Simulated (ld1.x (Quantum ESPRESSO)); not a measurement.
# u(r) = r·R(r): atom against pseudo-atom (terbium)

Columns: radius, all-electron u(r) and pseudo u(r) of the 5s shell (level -52.79 eV) of terbium in the configuration [Kr] 4d10 4f8 5s2 5p6 5d1 6s1.75 6p0; PBEsol, scalar-relativistic, TM scheme, ld1.x (Quantum ESPRESSO) 7.5.

```csv
r (bohr),all-electron,pseudo
0.100,-0.0305,0.0825
0.200,0.3475,0.1661
0.300,-0.1735,0.2518
0.400,-0.5366,0.3407
0.500,-0.4719,0.4333
0.600,-0.1529,0.5296
0.700,0.2276,0.6281
0.800,0.5599,0.7253
0.900,0.8026,0.8158
1.000,0.9531,0.8920
1.100,1.0245,0.9456
1.200,1.0356,0.9699
1.300,1.0038,0.9618
1.400,0.9441,0.9231
1.500,0.8682,0.8603
1.600,0.7847,0.7827
1.700,0.6996,0.6994
1.800,0.6169,0.6169
1.900,0.5392,0.5392
2.000,0.4679,0.4679
2.100,0.4035,0.4035
2.200,0.3462,0.3462
2.300,0.2958,0.2958
2.400,0.2518,0.2518
2.500,0.2137,0.2137
2.600,0.1809,0.1809
```

(1) How many radial nodes do the two functions have?

(2) At about which radius was the pseudo-wave matched?

(3) Where does each function peak?

(4) Is the pseudo-wave norm-conserving?

Results:

(1) The all-electron 5s function has n − l − 1 = 4 (the table is too coarse to show those close to the nucleus); the pseudo-wave has 0, since the states of the same l below it are removed with the core.

(2) 1.85 bohr. The columns agree to 0.0005 from 1.70 bohr on; several derivatives are matched, so the curves merge somewhat inside the radius.

(3) Outermost all-electron maximum near 1.20 bohr, pseudo maximum near 1.20 bohr (to the table’s step).

(4) Yes: the TM scheme keeps the norm inside the radius equal to the all-electron one, which fixes the energy derivative of the logarithmic derivative at the level.
